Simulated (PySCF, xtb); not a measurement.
TaO3, SMILES [O]=[Ta](=[O])=[O] (connectivity only; charge and spin as stated), neutral, multiplicity 2.

Harmonic wavenumbers (cm⁻¹) from GFN2-xTB run with xtb 6.7.1 at its own minimum, in rising order: 142, 160, 160, 589, 589, 620.

Question: What does B3LYP-D3(BJ)/def2-TZVP run with PySCF give at its own minimum? (The exact figures need the calculation; the answer reports its results.)

Answer: 160, 198, 296, 519, 778, 940. Paired by order, the mean absolute difference is 129 cm⁻¹ and the zero-point energies are 3.2 and 4.1 kcal/mol.
